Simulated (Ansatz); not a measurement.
Input file for Ansatz (a first-principles code): R-CCSD(T)/cc-pVDZ on BGe2H7 (SMILES [GeH3][BH][GeH3]), a point of a torsion scan. The run froze 29 orbitals, filled d shells among them.

Ansatz 0.2 input:
```yaml
crystal:
  periodic: [false, false, false]
  atoms:
    - {symbol: Ge, position_ang: [1.70699130, 0.22134276, 0.22909174]}
    - {symbol: B, position_ang: [0.17253946, -0.20645544, -0.97073012]}
    - {symbol: Ge, position_ang: [-0.31012803, -2.08661182, -1.43045473]}
    - {symbol: H, position_ang: [2.93118634, -0.61801532, 0.03563380]}
    - {symbol: H, position_ang: [2.22520184, 1.62682995, 0.20129091]}
    - {symbol: H, position_ang: [1.38368174, 0.00319941, 1.67572791]}
    - {symbol: H, position_ang: [-0.49259025, 0.65688434, -1.39522894]}
    - {symbol: H, position_ang: [-0.30584884, -2.37504940, -2.90141804]}
    - {symbol: H, position_ang: [-1.70153911, -2.47407656, -1.03068773]}
    - {symbol: H, position_ang: [0.53983384, -3.17539017, -0.85582552]}
basis:
  gaussian:
    orbitals: cc-pVDZ
magnetization: {spin_polarized: false}
correlation: {method: ccsd_t, electrons: outside_noble_gas}
scf: {lower_state_search: off}
```

The log:

```
WARN ansatz: RAYON_NUM_THREADS=1 ignored (pool sized by the plan → 1); use --threads N
Functional definition: HF
these checks for a lower state are left out or cut short: stability, starts, cluster_reference, orbital_swaps, neighbouring_geometries, increment
integrals: 0.15 GiB planned
1085 factors; integrals over basis functions are off by at most 8.6e-4 eV
mean field: 0.34 GiB planned
mean field evaluation 1: about -113724.9202 eV, gradient 1.5e1 eV
mean field evaluation 2: about -113724.9275 eV, gradient 1.5e1 eV
mean field evaluation 4: about -113726.2690 eV, gradient 7.3e-1 eV
mean field evaluation 8: about -113726.2737 eV, gradient 1.3e-5 eV
mean field -113726.27373101 eV, -4179.3634731776 hartree, gradient 1.6e-6 eV, S^2 0.000000; 0 other end points of the search recorded, 0 dependent functions left out
29 core orbitals not correlated
reference -113726.27373101 eV, -4179.3634731776 hartree; 9, 9 occupied and 65, 65 virtual orbitals, 1085 factors
second order -7.65618408 eV of doubles, -0.00000000 eV of singles
coupled cluster: 0.26 GiB planned
cycle   1  -8.92159582 eV  change    -1.3e0 eV  update   8.5e-2
cycle   2  -9.35641575 eV  change   -4.3e-1 eV  update   2.8e-2
cycle   3  -9.38479732 eV  change   -2.8e-2 eV  update   9.9e-3
cycle   4  -9.38033869 eV  change    4.5e-3 eV  update   4.2e-3
cycle   5  -9.37907633 eV  change    1.3e-3 eV  update   1.6e-3
cycle   6  -9.37908554 eV  change   -9.2e-6 eV  update   5.8e-4
cycle   7  -9.37912431 eV  change   -3.9e-5 eV  update   1.5e-4
cycle   8  -9.37917670 eV  change   -5.2e-5 eV  update   4.3e-5
cycle   9  -9.37917799 eV  change   -1.3e-6 eV  update   1.3e-5
perturbative correction -0.22957861 eV, -0.0084368584 hartree
Total energy: -113735.88248761 eV, -4179.7165884697 hartree
Checks for a lower state left out: stability, starts, cluster_reference, orbital_swaps, neighbouring_geometries, increment
```

The run converged.

Cost: about 5 core-seconds (a rough figure).
